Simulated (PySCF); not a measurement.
## The first ionisation energy along the 5p block

Calculated with PySCF 2.14 from differences of total energies of unrestricted determinants, without spin-orbit coupling. Values in eV. The last column holds reference values (NIST; (s) semi-empirical, (t) theoretical, else measured). Unmarked ones compare directly (S terms, centres of terms, or small fine structure); those marked * lie between the lowest fine-structure levels and include a spin-orbit shift.

```csv
element,configurations,UHF,PBE,PBE0,r2SCAN,MP2 (valence),SCS-MP2 (valence),reference
"In (x2c-QZVPPall with one added diffuse shell each of s, p, d, f type, spin-free X2C)",[Kr] 4d10 5s2 5p1 → [Kr] 4d10 5s2,5.219,5.600,5.629,5.722,5.422,5.407,5.603
"Sn (x2c-QZVPPall with one added diffuse shell each of s, p, d, f type, spin-free X2C)",[Kr] 4d10 5s2 5p2 → [Kr] 4d10 5s2 5p1,6.849,7.270,7.314,7.409,7.175,7.109,7.389
"Sb (x2c-QZVPPall with one added diffuse shell each of s, p, d, f type, spin-free X2C)",[Kr] 4d10 5s2 5p3 → [Kr] 4d10 5s2 5p2,8.572,8.967,9.041,9.163,9.010,8.884,9.124
"Te (x2c-QZVPPall with one added diffuse shell each of s, p, d, f type, spin-free X2C)",[Kr] 4d10 5s2 5p4 → [Kr] 4d10 5s2 5p3,7.733,8.742,8.738,8.749,8.443,8.520,8.749
"Xe (x2c-QZVPPall with one added diffuse shell each of s, p, d, f type, spin-free X2C)",[Xe] → [Kr] 4d10 5s2 5p5,11.448,12.330,12.390,12.415,12.386,12.331,12.565
```

Task: Fill in the row of I (x2c-QZVPPall with one added diffuse shell each of s, p, d, f type, spin-free X2C) ([Kr] 4d10 5s2 5p5 → [Kr] 4d10 5s2 5p4).

Result: UHF 9.541; PBE 10.515; PBE0 10.537; r2SCAN 10.537; MP2 (valence) 10.377; SCS-MP2 (valence) 10.395; reference 10.519 (eV).

"Valence" correlates the outer s and p shells and, in groups 3 to 12 and the f block, the outer d or f shell, open or full, or the next shell where the ion has no valence electron left; the wider scheme adds the next inner shell.
